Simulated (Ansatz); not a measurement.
Computed with Ansatz on PBE0-D4/def2-TZVP structures; ΔE is electronic, products minus reactants. CBS: MP2 limit from def2 TZ/QZ plus the TZ coupled-cluster correction, frozen cores. This one scheme is used for every species. Functionals use def2-TZVPP. For Br outer-core shells are correlated without core-valence functions, which leaves a few kJ/mol of doubt a bond. Scalar relativity is left out up to krypton. One conformer a species, not always the lowest.

Reaction (ligand exchange at the Si–O bond): `CO[Si]Br` + `O[SiH3]` → `[SiH3]O[Si]Br` + CH₃OH

```csv
level,ΔE (kJ/mol)
r2SCAN0-D4,-5.4
ωB97X-V,-5.4
BHLYP,-6.0
HF/def2-SVP,-15.7
```

(1) What does CCSD(T)/CBS give? (An estimate is asked.)

Largest T1 diagnostic among the species: 0.012.

Results:

(1) Ansatz gave: -6.8 kJ/mol. The listed levels differ from it by 1.4, 1.4, 0.8, -8.9 kJ/mol.

At CCSD(T), def2-SVP lies −3.2 kJ/mol from the extrapolated value and def2-TZVPP −0.0 kJ/mol. From BLYP to BHLYP (50 % exact exchange), in def2-TZVPP and without D4, ΔE moves by −4.9 kJ/mol. In def2-TZVPP, CCSD(T) changes the Hartree–Fock value by +4.4 kJ/mol (the triples alone add +1.2 kJ/mol) and MP2 by +6.5 kJ/mol.
